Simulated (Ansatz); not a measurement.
`C[SiH2][O][GeH3]` → `[OH][GeH3]` + `C[SiH]` at 700 K and 1 bar (silylene formation by 1,1-elimination).

Program: Ansatz. Geometries: PBE0-D4/def2-TZVP. ΔE: electronic, gas phase. CBS: MP2 limit from def2 TZ/QZ plus the TZ coupled-cluster correction, frozen cores. This one scheme is used for every species. For Ge outer-core shells are correlated without core-valence functions, which leaves a few kJ/mol of doubt a bond. Scalar relativity is left out up to krypton. One conformer a species, not always the lowest.

```tsv
species	CCSD(T)/CBS energy (Eh)	H − E (kJ/mol)	S (J/(mol·K))
`C[SiH2][O][GeH3]`	-2483.29571	301.9	513.1
`[OH][GeH3]`	-2153.69723	141.7	338.7
`C[SiH]`	-329.46712	152.0	322.2
```

H − E and S are ideal-gas, rigid-rotor, harmonic terms from PBE0-D4/def2-TZVP, for one conformer and one mirror image of each species. 1 Eh = 2625.50 kJ/mol, R = 8.31446 J/(mol·K).

**Question.** By hand: ΔE, ΔH, ΔS and ΔG.

**Answer.** ΔE = (-2153.69723) + (-329.46712) − (-2483.29571) = 0.13136 Eh = 344.9 kJ/mol. Δ(H − E) = 141.7 + 152.0 − 301.9 = -8.2, so ΔH = 336.7 kJ/mol. ΔS = 338.7 + 322.2 − 513.1 = 147.8 J/(mol·K). ΔG = 336.7 − 700 × (147.8)/1000 = 233.2 kJ/mol.

**Question.** By hand: the equilibrium constant, and the temperature at which ΔG would vanish if ΔH and ΔS stayed fixed.

**Answer.** log₁₀ K = −ΔG/(RT ln 10) = -17.4. ΔG = 0 at ΔH/ΔS = 2278 K.

The number of gas molecules changes by +1, which sets the sign of ΔS. A doubt of 5 kJ/mol in ΔE shifts log₁₀ K by 0.4 here. Other conformers and mirror images would add mixing entropy, several J/(mol·K) or more a flexible species. Modes under 60 cm⁻¹, often nearly free rotors, make the harmonic entropy too high. These are equilibria of isolated gas molecules and say nothing of rates. Largest T1 diagnostic: 0.012 (customary marks: 0.02 for closed shells, 0.045 for open ones).
